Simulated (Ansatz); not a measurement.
Frontier orbitals of `OC[SiH2]F`.

| atom | x (Å) | y (Å) | z (Å) |
| --- | --- | --- | --- |
| O1 | 0.272 | 1.720 | 0.038 |
| C2 | 0.741 | 0.411 | -0.256 |
| Si3 | -0.617 | -0.867 | -0.050 |
| F4 | -1.181 | -0.684 | 1.445 |
| H5 | -0.065 | 1.727 | 0.938 |
| H6 | 1.623 | 0.150 | 0.348 |
| H7 | 1.078 | 0.423 | -1.297 |
| H8 | -0.105 | -2.256 | -0.186 |
| H9 | -1.746 | -0.624 | -0.979 |

Charge 0, multiplicity 1. Geometry: relaxed with PBE0-D4/def2-TZVP. It is one conformer, not always the lowest. Basis def2-TZVPP, Ansatz.

Orbital energies of one run (eV). Highest occupied ones, from the top: -10.09, -11.79, -12.09, -13.68, -14.61, -15.18, -15.55, -15.59, -16.87, -18.39, -22.13, -31.55, -35.99, -102.89. Empty: 1.67, 2.41, 3.18, 3.68, 4.01, 4.30.

(1) Which functional gave them?
A. LC-ωPBE
B. PBE0
C. ωB97M-V
D. BLYP

Results:

(1) C. HOMO energies: ωB97M-V -10.09, PBE0 -7.74, BLYP -6.11, LC-ωPBE -10.51 eV.

LC-ωPBE has ω = 0.4 bohr⁻¹.
